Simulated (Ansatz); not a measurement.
Reactions of H4OS2Si (`O[SiH2]SS`).

Gas-phase electronic energies from Ansatz, PBE0-D4/def2-TZVP geometries. CCSD(T)/CBS adds triple-zeta CCSD(T) − MP2 to the extrapolated MP2 energy (def2 sets, frozen cores). This one scheme is used for every species. Open shells (•) are unrestricted, without spin–orbit coupling. For As outer-core shells are correlated without core-valence functions, which leaves a few kJ/mol of doubt a bond. Scalar relativity is left out up to krypton. Each species was taken in one conformer, which may not be the lowest.

Question: Order these by ΔE at CCSD(T)/CBS, lowest first. (An estimate is asked.)
A. `O[SiH2]SS` + `[AsH3]` → `O[SiH2][AsH2]` + `SS`
B. `O[SiH2]SS` + H–F → `F[SiH2]SS` + H₂O
C. `O[SiH2]SS` + `O[Si](F)(Cl)Cl` → `O[SiH2]O[Si](F)(Cl)Cl` + `SS`
D. `O[SiH2]SS` + `CN[SiH2]O` → `CN([SiH2]O)[SiH2]O` + `SS`
E. `O[SiH2]SS` + CH₃SH → `SC[SiH2]SS` + H₂O
F. `O[SiH2]SS` → `[SH]`• + `O[SiH2][S]`•

Answer: C (-61.5 kJ/mol), B (-36.8 kJ/mol), D (-0.7 kJ/mol), A (+43.7 kJ/mol), E (+100.5 kJ/mol), F (+278.4 kJ/mol).

Largest T1 diagnostic: 0.014, for `O[SiH2][S]`•.
